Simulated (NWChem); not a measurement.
# BNH4, triplet; SMILES of the neutral closed-shell parent NB

```xyz
6

B     -0.1663    -0.8148     0.0000
N     -0.0214     0.6343     0.0000
H      0.4347    -1.3482    -0.9443
H      0.4347    -1.3482     0.9443
H      0.8769     1.1212     0.0000
H     -0.8052     1.2811     0.0000
```
Atoms are numbered in this order, from 1.

Results from NWChem. Spin-unrestricted. In the optimisation the excess spin sits in a' and a" (Cs, its own frame). Structure relaxed at the B3LYP/6-31G* (spherical d), spin-unrestricted level. This spin state was assumed; another may lie lower. No stability test was run on the SCF state. Vzz is the largest principal value of the second derivative of the potential at the nucleus (NWChem prints the opposite sign); η is the asymmetry. Non-relativistic.

What does the run give for PBE0/cc-pVTZ? Quantities: Vzz N2 (a.u.); η N2.


```yaml
Vzz N2 (a.u.): 0.270
"η N2": 0.34
```
